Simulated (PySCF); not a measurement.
## Unknown compound

Molecular formula: C₈H₈OSi. Simulated spectra:

1H NMR (500 MHz, computed): δ 7.40 (d, 1H), 7.35 (m, 1H), 6.56 (m, 1H), 6.50 (m, 1H), 6.33 (t, 1H), 6.33 (m, 1H), 4.72 (m, 2H).

13C{1H} NMR (computed): δ 158.6 (C), 156.3 (CH), 155.9 (C), 148.0 (CH), 135.7 (CH), 118.4 (CH), 117.7 (CH), 113.7 (CH).

- σ from GIAO-B3LYP/pcSseg-1
- structure optimised with PBE0-D3(BJ)/def2-SVP
- code: PySCF 2.14
- equivalent nuclei averaged, non-relativistic Hamiltonian, isolated molecule, one conformer

Chemical shifts δ = σref − σ; 1H (σ = 31.38 ppm) and 13C (σ = 179.24 ppm) vs TMS, all at this level.

What is the structure?

## Answers


1. Rings plus π bonds: 6 (2 rings in the answer).
2. 8 carbon signals for 8 carbons: no two carbons are equivalent.
3. Carbon types of the structure: 2 × C, 6 × CH, leaving 2 H on heteroatoms.
4. δC 158.6: substituted aromatic carbon next to the ring oxygen.
5. δC 156.3, 135.7, 118.4: alkene CH; as expected for a trigonal carbon in a double bond.
6. δC 155.9: fully substituted alkene carbon; as expected for a trigonal carbon in a double bond.
7. δC 148.0: aromatic CH next to the ring oxygen.
8. δC 117.7, 113.7: aromatic CH.
9. δH 7.40, 6.33, 6.33: hydrogen on an alkene CH; a vinylic proton, deshielded by the sp2 carbon and the C=C anisotropy.
10. δH 7.35: hydrogen on an aromatic CH next to the ring oxygen; aromatic region.

The compound is `C1=CC(c2ccco2)=C[SiH2]1`.

The data come from this structure; uniqueness wasn't tested.

Shifts are as computed. Against solution values, carbons near 30 ppm lie about +2 ppm off and those near 130 ppm about +6 ppm. Of 1309 compounds with measured shifts, 239 miss one by over three times the rms of a fit or turn the order of signals round; such compounds aren't used in these exercises. No couplings were computed; multiplicities are counted from neighbouring protons, with m where these are inequivalent, close in shift, in a saturated or five-membered ring or joined by F or P, and br s for small geminal =CH2 splittings.
